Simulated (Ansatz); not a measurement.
CH2OSZn (`C1[O][Zn][S]1`), charge 0, multiplicity 1.

Task: Give a relaxed structure at PBE0-D4/def2-TZVP (the Gaussian-basis code of Ansatz). (An estimate is asked.)

Result: Ansatz gave: 
Z-matrix (Å, degrees):
```
C
Zn 1 2.355
S 1 1.904 2 60.4
O 1 1.392 2 52.2 3 180.0
H 1 1.095 2 124.6 3 88.2
H 1 1.095 2 124.6 3 -88.2
```
Point group Cs.
